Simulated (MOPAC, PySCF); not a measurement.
H₁₂Si₅, SMILES `[SiH3][Si]([SiH3])([SiH3])[SiH3]`, neutral singlet in the gas phase. 

Z-matrix (Å, degrees):
```
Si
Si 1 2.3497
H 2 1.4930 1 110.16
H 2 1.4930 3 108.77 1 -120.84
H 2 1.4930 3 108.77 4 -118.32
Si 1 2.3497 2 109.47 3 -180.00
H 6 1.4930 1 110.17 2 60.00
H 6 1.4930 7 108.77 1 -120.84
H 6 1.4930 7 108.77 8 -118.32
Si 1 2.3497 2 109.47 3 -60.00
H 10 1.4930 1 110.16 2 180.00
H 10 1.4930 11 108.77 1 -120.84
H 10 1.4930 11 108.77 12 -118.32
Si 1 2.3497 2 109.47 3 60.00
H 14 1.4930 1 110.17 2 -60.00
H 14 1.4930 15 108.77 1 120.84
H 14 1.4930 15 108.77 16 118.32
```
Charge 0, multiplicity 1.

All levels are single points at this geometry (B3LYP-D3(BJ)/def2-SVP); Pople sets use spherical d functions. Orbital energies aren't observables, and empty levels follow the basis.

HF/6-31G* in PySCF gives gap (eV) = 13.44.

**Question.** Estimate the gap (eV) from each of these levels: B3LYP-D3(BJ)/def2-TZVP in PySCF; PBE/6-31G* in PySCF; SVWN5/6-31G* in PySCF; HF/3-21G in PySCF; PM6 in MOPAC.

**Answer.** 
| level | gap (eV) |
|---|---|
| B3LYP-D3(BJ)/def2-TZVP in PySCF | 7.33 |
| PBE/6-31G* in PySCF | 6.10 |
| SVWN5/6-31G* in PySCF | 5.95 |
| HF/3-21G in PySCF | 13.58 |
| PM6 in MOPAC | 7.61 |
